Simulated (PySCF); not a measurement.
## SnCl₂: BP86 against PBE0

Base calculation in PySCF with density fitting and no spin–orbit coupling, BP86/def2-TZVP (scalar-relativistic core potentials): singlet, C2v, Sn–Cl 2.393 Å (×2); Cl–Sn–Cl 99.8°; wavenumbers 111, 324, 340 cm⁻¹; dipole moment 3.21 D, gap between the highest occupied and lowest empty levels 3.13 eV, polar-tensor charge of Sn 1.14 e, atomisation energy (no zero-point energy) 798 kJ/mol.

Question: What changes on going to PBE0/def2-TZVP (scalar-relativistic core potentials)?

Answer: The point group stays the same. Changes: mean bond to Sn -0.030 Å, smallest bond angle -1.2 degrees, highest wavenumber +19 cm⁻¹, lowest wavenumber +9 cm⁻¹, dipole moment +0.03 D, gap between the highest occupied and lowest empty levels +1.78 eV, polar-tensor charge of Sn +0.09 e, atomisation energy (no zero-point energy) -21 kJ/mol. The new structure has Sn–Cl 2.363 Å (×2); Cl–Sn–Cl 98.6°, with wavenumbers 120, 342, 359 cm⁻¹.

Only the bonding shown was studied: isomers, or loss of a ligand pair, can lie lower.
